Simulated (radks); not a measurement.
The numbers below are computed, except where a source is named.
Polarisability of the gallium ion Ga+, [Ar] 3d10 4s2, at imaginary frequency. Level of theory: non-relativistic Kohn-Sham, LDA (Slater exchange, VWN5 correlation), spin-unpolarised, spherical densities, point nucleus (a radial shooting solver on a logarithmic mesh with Libxc functionals). Response by self-consistent Sternheimer equations with the Hartree and adiabatic LDA kernel.

w (hartree),alpha1(iw) (bohr^3),alpha2(iw) (bohr^5)
0.00266,17.69,79.97
0.0143,17.66,79.92
0.0360,17.49,79.62
0.0697,16.98,78.64
0.118,15.82,76.27
0.186,13.74,71.41
0.280,10.86,62.95
0.413,7.763,50.64
0.605,5.126,36.16
0.892,3.217,22.60
1.35,1.950,12.38
2.12,1.128,5.948
3.59,0.5871,2.447
6.94,0.2403,0.7839
17.5,0.05627,0.1453

Static values: alpha1 = 17.69 bohr^3 (2.621 angstrom^3; uncoupled 31.54), alpha2 = 79.98 bohr^5, alpha3 = 667.3 bohr^7. C6 = 89.36, C8 = 2405, triple-dipole C9 = 1118 atomic units. One-pole (London) frequency 4 C6 / (3 alpha1^2) = 0.381 hartree, against 0.601 for minus the highest occupied eigenvalue. The dipole shielding factor is 0.968, as the force sum rule N/Z = 0.968 demands.
